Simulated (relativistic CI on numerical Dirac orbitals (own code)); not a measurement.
Pd⁺: resonant inelastic scattering at the L2,3 edge

Computed with this model: Dirac-Coulomb-Breit CI, separate exchange-only KLI orbitals for each configuration, a model potential for QED, valence Slater integrals scaled by 0.8, Kramers-Heisenberg scattering through one core-hole configuration in a parametric crystal field; configurations [Kr] 4d9 → [He] 2s2 2p5 3s2 3p6 3d10 4s2 4p6 4d10; 300 K; core-hole width 1.6 eV; summed over polarisations. Incident energies are the highest absorption maxima for each field (at most a few, so the weaker spin-orbit partner edge can be absent), on the computed scale of the free ion. Intensities are in per cent of the strongest line above 0.02 eV; levels within 1 cm⁻¹ are merged; final levels count from the ground level, the first row holds all elastic scattering, lines under 0.4 are left out and each table stops after 24 rows. The scale of the Slater integrals is a model choice and moves the terms in proportion.

Field parameters in Wybourne normalisation: D3d B²₀ = −7Dσ, B⁴₀ = −14Dq − 21Dτ, B⁴₃ = −14√(10/7) Dq; D4h B²₀ = −7Ds, B⁴₀ = 21(Dq − Dt), B⁴₄ = 21√(5/14) Dq. The field is a parameter set, without covalency.

S is read from ⟨S²⟩ = S(S + 1).

D3d, 10Dq = 13350, Dσ = 1140, Dτ = -400 cm⁻¹:

```csv
Final level (eV),Degeneracy,Irrep,S,3173.6 eV
0.000,2,Γ4,0.50,117.5
0.094,2,Γ5+Γ6,0.50,69.9
1.481,2,Γ4,0.50,100.0
1.694,2,Γ5+Γ6,0.50,55.8
1.803,2,Γ4,0.50,43.9
```

D4h, 10Dq = 20650, Ds = 2520, Dt = 440 cm⁻¹:

| Final level (eV) | Degeneracy | Irrep | S | 3174.7 eV | 3332 eV |
| --- | --- | --- | --- | --- | --- |
| 0.000 | 2 | Γ7 | 0.50 | 110.0 | 21.0 |
| 1.514 | 2 | Γ6 | 0.50 | 60.5 | 18.6 |
| 2.560 | 2 | Γ7 | 0.50 | 95.8 | 20.0 |
| 3.186 | 2 | Γ7 | 0.50 | 100.0 | 22.2 |
| 3.345 | 2 | Γ6 | 0.50 | 21.7 | 44.6 |

For the first field the strongest loss at the lowest incident energy is the level at 1.48 eV (S = 0.50, against 0.50 in the thermal ground state).
